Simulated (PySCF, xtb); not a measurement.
CH₇ClOSi₂, SMILES [SiH2]([Si@H](Cl)O)C.

GFN2-xTB in xtb at its own geometry gives an orbital gap of 4.53 eV and a dipole moment of 2.17 D.

The structure is a stationary point at ωB97X-D3(BJ)/def2-SVP. The structure was generated by enumeration; whether it is a known compound was not checked. Other conformers were not sampled.

Q: What does PBE/def2-TZVP run with PySCF give? (An estimate is asked for; the answer gives what the named calculation found.)

A: gap 5.60 eV (levels -6.69 and -1.09 eV), dipole 1.93 D.
